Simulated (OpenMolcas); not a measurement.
Consider [Cu2(μ-OH)2(Cl)4]2-, a planar model complex in vacuum (2 bridging OH, bridge angle 92°, metal-metal distance 2.85 Å, Cu–OH 1.98 Å; typed geometry, not optimised).

```xyz
10

Cu    -1.4243     0.0000     0.0000
Cu     1.4243     0.0000     0.0000
O      0.0000     1.3754     0.0000
H      0.0000     2.3354     0.0000
O      0.0000    -1.3754     0.0000
H      0.0000    -2.3354     0.0000
Cl    -3.0718     1.6476     0.0000
Cl    -3.0718    -1.6476     0.0000
Cl     3.0718     1.6476     0.0000
Cl     3.0718    -1.6476     0.0000
```

Problem. Give the energies of the total-spin states at CASSCF(2,2) on the singly occupied d orbitals (ANO-RCC-VDZP on Cu, O, Cl and ANO-RCC-VDZ on H, scalar-relativistic DKH2, RICD, no spin-orbit coupling, OpenMolcas), and the exchange constant.

Solution. Local spins 1/2 and 1/2.

```tsv
total S	E (cm⁻¹)	natural occupations, lowest and highest
1	0.0	1.000, 1.000
0	20.6	0.983, 1.017
```

J = 10.3 cm⁻¹ (ferromagnetic).

J is defined by H = −2J S1·S2, so negative values are antiferromagnetic. Wave-function values come from the highest and lowest total spin; broken-symmetry values use Yamaguchi's formula with the computed ⟨S²⟩. The active space holds the singly occupied metal orbitals alone, without bridging-ligand orbitals. No row is a measured value.
